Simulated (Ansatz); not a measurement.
Compare A (`C[C@H]1C[Si@H]1Cl`) with its isomer B (`CC(C)[Si]Cl`).

Gas-phase electronic energies from Ansatz, PBE0-D4/def2-TZVP geometries. CCSD(T)/CBS adds triple-zeta CCSD(T) − MP2 to the extrapolated MP2 energy (def2 sets, frozen cores). Functionals use def2-TZVPP. One conformer a species, not always the lowest.

Problem. Which is lower in electronic energy at CCSD(T)/CBS, and by how much? (Estimate.)

Solution. Ansatz gave: A, by 13.2 kJ/mol.

Problem. Give E(B) − E(A) in kJ/mol with MP2/def2-TZVPP, PBE0-D4, CCSD/def2-TZVPP, CCSD(T)/def2-TZVPP, HF/def2-TZVPP, r2SCAN-D4, PBE-D4. (An estimate is asked.)

Solution. Ansatz gave: MP2/def2-TZVPP 23.8, PBE0-D4 21.5, CCSD/def2-TZVPP 9.5, CCSD(T)/def2-TZVPP 10.3, HF/def2-TZVPP 10.2, r2SCAN-D4 31.4, PBE-D4 15.5. None reverses the order clearly.

Largest T1 diagnostic: 0.011.

The D4 term adds −4.5 kJ/mol with B3LYP and −2.3 kJ/mol with PBE0; it sums over pairs of atoms, weighted by their polarisabilities, and B3LYP, whose exchange is more repulsive, gets the larger term. From PBE to PBE0 (25 % exact exchange), in def2-TZVPP and without D4, E(B) − E(A) moves by +5.6 kJ/mol.

B3LYP here is the variant with VWN-RPA as its local correlation; programs differ in this.
